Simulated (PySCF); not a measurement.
Si(F)(OH)2(OSiH3) (FH5O3Si2), SMILES O[Si](O)(F)O[SiH3]. Coordinates come from a ωB97X-D3(BJ)/def2-SVP optimisation. Other conformers were not sampled.

Computed equilibrium geometry at ωB97X-D3(BJ)/def2-SVP (PySCF confirms it by a frequency run) as a Z-matrix (one conformer of several):
```
O
Si 1 1.6297
F 2 1.6175 1 107.38
O 2 1.6389 3 111.38 1 117.08
H 4 0.9619 2 118.35 3 78.67
O 2 1.6419 3 107.71 1 -123.26
H 6 0.9624 2 117.85 3 45.68
Si 1 1.6713 2 134.58 3 120.55
H 8 1.4865 1 107.39 2 179.87
H 8 1.4886 9 109.78 1 -119.85
H 8 1.4890 9 109.67 10 -120.48
```
